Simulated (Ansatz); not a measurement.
bismuth atom (Bi), quartet (core potentials on Bi); SC-NEVPT2/def2-SVP, CASSCF(5,6) run with Ansatz (a quantum-chemistry and plane-wave program).

Here is a job for Ansatz.
Ansatz 0.2 input:
```yaml
crystal:
  periodic: [false, false, false]
  atoms:
    - {symbol: Bi, position_ang: [0.00000000, 0.00000000, 0.00000000]}
basis:
  gaussian:
    orbitals: def2-SVP
correlation: {method: sc_nevpt2, electrons: all, active_space: {window: {electrons: 5, orbitals: 6}}}
magnetization: {spin_polarized: false, initial_magnetization: 3}
```

Output, abridged:

```
Functional definition: HF
142 factors; integrals over basis functions are off by at most 1.4e-4 eV
mean field evaluation 1: about -5811.8586 eV, gradient 3.1e0 eV
mean field evaluation 2: about -5811.8586 eV, gradient 3.1e0 eV
mean field evaluation 4: about -5812.0185 eV, gradient 3.3e-1 eV
mean field evaluation 8: about -5812.0193 eV, gradient 6.8e-6 eV
mean field -5812.01926703 eV, -213.5877685353 hartree, gradient 1.7e-6 eV, S^2 3.750000; 0 other end points of the search recorded, 0 dependent functions left out
reference -5812.01926703 eV, -213.5877685353 hartree; 13, 10 occupied and 13, 16 virtual orbitals, 142 factors
state -5812.39262811 eV, -213.6014893019 hartree
state -5812.39262811 eV, -213.6014893019 hartree; corrected -5814.19815288 eV, -213.6678411132 hartree
Total energy: -5814.19815288 eV, -213.6678411132 hartree
```
